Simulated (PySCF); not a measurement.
# C2H9FOSi2

C2H9FOSi2 is a small molecule, neutral, singlet. The structure, one conformer, was relaxed in the gas phase by PBE0-D3(BJ)/def2-SVP. No frequency run checks that it is a minimum.

SMILES: C[Si](C)(F)O[SiH3]

Coordinates in Å:
```
Si1    -0.489   -0.087    0.342
O2      0.980    0.124   -0.381
Si3     2.581    0.507   -0.188
C4     -1.653    1.245   -0.213
C5     -1.084   -1.816    0.034
F6     -0.255    0.087    1.948
H7      3.214    0.539   -1.538
H8      2.728    1.847    0.455
H9      3.270   -0.517    0.652
H10    -1.797    1.206   -1.304
H11    -1.251    2.238    0.040
H12    -2.638    1.142    0.268
H13    -0.356   -2.547    0.419
H14    -2.049   -1.999    0.530
H15    -1.211   -1.998   -1.044
```

Shieldings: GIAO PBE0/pcSseg-1. Shifts are against computed references at the same level: C TMS (σ 184.4 ppm), H TMS (σ 31.27 ppm), Si TMS (σ 352.0 ppm). Core levels by delta-SCF with SCAN, pcX-2 on the ionised atom and pcseg-1 elsewhere, spin-free X2C (2p3/2 is the spin-free 2p value less a third of a first-order spin-orbit splitting); from the vacuum level, for chosen atoms.

(1) Give the NMR and core-level values of the distinct atoms.

(2) By CAM-B3LYP/def2-SVPD (TDDFT singlets, Tamm-Dancoff triplets, ionisation by delta-SCF), where does absorption start, and what does vertical ionisation take?

## Answers

(1) 
```csv
atoms,bonded to,σ (ppm),δ (ppm),core level (eV)
Si1,2 C + 1 F + 1 O,342.7,9.2,2p3/2 107.80
O2,2 Si,286.5,-,1s 537.88
Si3,1 O + 3 H,392.5,-40.5,-
C4,1 Si + 3 H,185.3,-0.9,1s 290.41
C5,1 Si + 3 H,185.2,-0.8,1s 290.40
F6,1 Si,323.8,-,1s 691.89
H7 H8 H9,1 Si,26.23,5.04,-
H10 H11 H12,1 C,31.09,0.17,-
H13 H14 H15,1 C,31.09,0.18,-
```

Values are those of this one static structure, with the three H of a rotating XH3 group averaged; atoms that internal rotation interchanges would show their mean in an NMR spectrum.

(2) The lowest singlet lies at 7.53 eV (f 0.008), the strongest of the first 6 at 8.62 eV (f 0.168), the lowest triplet at 7.19 eV; vertical ionisation takes 10.54 eV.
